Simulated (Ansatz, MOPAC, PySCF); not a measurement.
Precursor series Mo F-OH. All species are isolated molecules in the gas phase. One relaxed conformer stands for each flexible species; it need not be the lowest.

Quantity: redistribution energy (mixed species minus the weighted end members), in kcal/mol. Semi-empirical values (MOPAC) are differences of heats of formation.

Level 1: frozen-core MP2/def2-TZVPP // TPSS-D3(BJ)/def2-SVP (Ansatz, an electronic-structure program)
Level 2: B3LYP/LANL2DZ // TPSS-D3(BJ)/def2-SVP (PySCF)
Level 3: PBE/6-31G* (LANL2DZ on Mo) // TPSS-D3(BJ)/def2-SVP (PySCF)
Level 4: PM7 // TPSS-D3(BJ)/def2-SVP (MOPAC)

| species | level 1 | level 2 | level 3 | level 4 |
|---|---|---|---|---|
| 4 of 6 F replaced by OH: [Mo(F)2(OH)4] | -5.52 | -14.6 | -3.81 | -21.7 |
| 3 of 6 F replaced by OH: [Mo(F)3(OH)3] | -6.33 | -16.7 | -4.54 | -26.3 |
| 5 of 6 F replaced by OH: [Mo(F)(OH)5] | -3.99 | -8.67 | -3.04 | -11.6 |
| 1 of 6 F replaced by OH: [Mo(F)5(OH)] | -2.04 | -11.3 | 1.27 | -22.0 |
| 2 of 6 F replaced by OH: [Mo(F)4(OH)2] | -2.91 | -15.8 | 0.31 | -30.3 |
